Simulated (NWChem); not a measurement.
System: BeSiH3I; SMILES [I][Be][SiH3]

NWChem printed, in part:

```
             Northwest Computational Chemistry Package (NWChem) 7.3.0
             --------------------------------------------------------

 C1  symmetry detected

                             Geometry "geometry" -> ""
                             -------------------------

 Output coordinates in angstroms (scale by  1.889725989 to convert to a.u.)

  No.       Tag          Charge          X              Y              Z
 ---- ---------------- ---------- -------------- -------------- --------------
    1 Be                   4.0000     0.00086480    -1.05978382     0.00262502
    2 I                   53.0000    -0.00001826     1.15262824     0.00002009
    3 Si                  14.0000    -0.00002131    -3.23205422     0.00032794
    4 H                    1.0000    -1.05741432    -3.86533143    -0.80658533
    5 H                    1.0000    -0.17261703    -3.87079035     1.30202967
    6 H                    1.0000     1.22783806    -3.86528044    -0.51160016

 Effective nuclear repulsion energy (a.u.)     187.9750411700

                                Z-matrix (autoz)
                                --------

 Units are Angstrom for bonds and degrees for angles

      Type          Name      I     J     K     L     M      Value
      ----------- --------  ----- ----- ----- ----- ----- ----------
    1 Stretch                  1     2                       2.21241
    2 Stretch                  1     3                       2.17227
    3 Stretch                  3     4                       1.47317
    4 Stretch                  3     5                       1.46021
    5 Stretch                  3     6                       1.47332
    6 Bend                     1     3     4               115.51489
    7 Bend                     1     3     5               115.88295
    8 Bend                     1     3     6               115.45623
    9 Bend                     2     3     4               115.45715
   10 Bend                     2     3     5               115.94394
   11 Bend                     2     3     6               115.45291
   12 Bend                     4     3     5               102.43922
   13 Bend                     4     3     6               102.89149
   14 Bend                     5     3     6               102.72372
   15 Torsion                  2     1     4     3         179.82838
   16 Torsion                  2     1     5     3         179.85144
   17 Torsion                  2     1     6     3        -179.68268

                           NWChem Geometry Optimization
                           ----------------------------

 maximum gradient threshold         (gmax) =   0.000450
 rms gradient threshold             (grms) =   0.000300
 maximum cartesian step threshold   (xmax) =   0.001800
 rms cartesian step threshold       (xrms) =   0.001200
 fixed trust radius                (trust) =   0.300000
 source of zmatrix                         =   autoz

          -------------------
          Energy Minimization
          -------------------

 Using diagonal initial Hessian
 Scaling for Hessian diagonals: bonds = 1.00  angles = 0.25  torsions = 0.10

          --------
          Step   0

                                 NWChem DFT Module
                                 -----------------

 Summary of "ao basis" -> "ao basis" (spherical)
 ------------------------------------------------------------------------------
       Tag                 Description            Shells   Functions and Types
 ---------------- ------------------------------  ------  ---------------------
 Be                         def2-svp                 5        9   3s2p
 I                          def2-svp                10       26   4s4p2d
 Si                         def2-svp                 8       18   4s3p1d
 H                          def2-svp                 3        5   2s1p

[...]

      ----------------------
      Optimization converged
      ----------------------

  Step       Energy      Delta E   Gmax     Grms     Xrms     Xmax
  ---- ---------------- -------- -------- -------- -------- --------
@    4    -603.53587232 -4.0D-07  0.00017  0.00006  0.00040  0.00094
                                     ok       ok       ok       ok

                                Z-matrix (autoz)
                                --------

 Units are Angstrom for bonds and degrees for angles

      Type          Name      I     J     K     L     M      Value     Gradient
      ----------- --------  ----- ----- ----- ----- ----- ---------- ----------
    1 Stretch                  1     2                       2.17964   -0.00015
    2 Stretch                  1     3                       2.17713   -0.00017
    3 Stretch                  3     4                       1.49883   -0.00004
    4 Stretch                  3     5                       1.49881   -0.00003
    5 Stretch                  3     6                       1.49886   -0.00003
    6 Bend                     1     3     4               111.60333   -0.00000
    7 Bend                     1     3     5               111.74477    0.00003
    8 Bend                     1     3     6               111.59713   -0.00000
    9 Bend                     2     3     4               111.57026   -0.00000
   10 Bend                     2     3     5               111.81496    0.00003
   11 Bend                     2     3     6               111.55993   -0.00000
   12 Bend                     4     3     5               107.20338   -0.00001
   13 Bend                     4     3     6               107.21976    0.00000
   14 Bend                     5     3     6               107.20383   -0.00001
   15 Torsion                  2     1     4     3         179.72829   -0.00000
   16 Torsion                  2     1     5     3        -179.98944   -0.00000
   17 Torsion                  2     1     6     3        -179.73885    0.00000

                         Geometry "geometry" -> "geometry"
                         ---------------------------------

 Output coordinates in angstroms (scale by  1.889725989 to convert to a.u.)

  No.       Tag          Charge          X              Y              Z
 ---- ---------------- ---------- -------------- -------------- --------------
    1 Be                   4.0000    -0.00037223    -1.09215688     0.00163950
    2 I                   53.0000     0.00061844     1.08747835     0.00043135
    3 Si                  14.0000    -0.00049354    -3.26928513    -0.00241654
    4 H                    1.0000    -1.10685088    -3.81947950    -0.85079015
    5 H                    1.0000    -0.18033012    -3.82711284     1.37704264
    6 H                    1.0000     1.28606027    -3.82005603    -0.53908956

 Effective nuclear repulsion energy (a.u.)     189.2502314123

[...]

 Rotational Constants
 --------------------
 A=   2.872889 cm-1  (  4.133354 K)
 B=   0.033503 cm-1  (  0.048203 K)
 C=   0.033503 cm-1  (  0.048203 K)

 Temperature                      =   298.15K
 frequency scaling parameter      =   1.0000

 Zero-Point correction to Energy  =   16.726 kcal/mol  (  0.026655 au)
 Thermal correction to Energy     =   20.071 kcal/mol  (  0.031985 au)
 Thermal correction to Enthalpy   =   20.663 kcal/mol  (  0.032929 au)

 Total Entropy                    =   76.155 cal/mol-K
   - Translational                =   41.227 cal/mol-K (mol. weight = 166.9130)
   - Rotational                   =   25.706 cal/mol-K (symmetry #  =        1)
   - Vibrational                  =    9.222 cal/mol-K

 Cv (constant volume heat capacity) =   16.182 cal/mol-K
   - Translational                  =    2.979 cal/mol-K
   - Rotational                     =    2.979 cal/mol-K
   - Vibrational                    =   10.223 cal/mol-K

[normal modes left out]

 ----------------------------------------------------------------------------
 Normal Eigenvalue ||           Projected Infra Red Intensities
  Mode   [cm**-1]  || [atomic units] [(debye/angs)**2] [(KM/mol)] [arbitrary]
 ------ ---------- || -------------- ----------------- ---------- -----------
    1       -0.000 ||    0.000000           0.000         0.000       0.000
    2       -0.000 ||    0.000001           0.000         0.001       0.000
    3       -0.000 ||    0.000001           0.000         0.001       0.000
    4        0.000 ||    0.000000           0.000         0.000       0.000
    5        0.000 ||    0.000002           0.000         0.002       0.001
    6        0.000 ||    0.000003           0.000         0.003       0.001
    7      147.350 ||    0.011507           0.265        11.218       2.943
    8      147.423 ||    0.011498           0.265        11.209       2.940
    9      237.333 ||    0.005767           0.133         5.622       1.475
   10      480.858 ||    0.001422           0.033         1.386       0.364
   11      480.982 ||    0.001439           0.033         1.402       0.368
   12      835.670 ||    0.364047           8.399       354.891      93.092
   13      879.085 ||    0.013916           0.321        13.566       3.559
   14      934.385 ||    0.034230           0.790        33.369       8.753
   15      934.544 ||    0.034242           0.790        33.380       8.756
   16     2205.790 ||    0.053762           1.240        52.410      13.748
   17     2211.097 ||    0.086046           1.985        83.882      22.003
   18     2211.247 ||    0.086026           1.985        83.862      21.998
 ----------------------------------------------------------------------------
```

Level: PBE0/def2-SVP with def2 effective core potentials on I. def2 effective core potentials on I; no spin-orbit coupling. The printed entropy takes a lower symmetry number than the molecule has.

### Question
Which NWChem input produces such a log?

### Answer
Several could match; the one computed here: the input that was run:
```
start job
memory heap 200 mb stack 900 mb global 1100 mb
geometry units angstroms
  Be    -0.869159    -0.354897     0.847657
  I      0.650856     0.267537    -0.634539
  Si    -2.360870    -0.970970     2.301623
  H     -3.152529    -2.157883     1.934550
  H     -3.394376     0.013193     2.610636
  H     -1.839225    -1.322918     3.633803
end
basis spherical
  * library def2-svp
end
ecp
  I library def2-ecp
end
dft
  xc pbe0
  iterations 150
end
driver
  maxiter 120
end
task dft optimize
dft
  grid fine
  convergence energy 1d-8 density 1d-7
end
task dft freq numerical
```
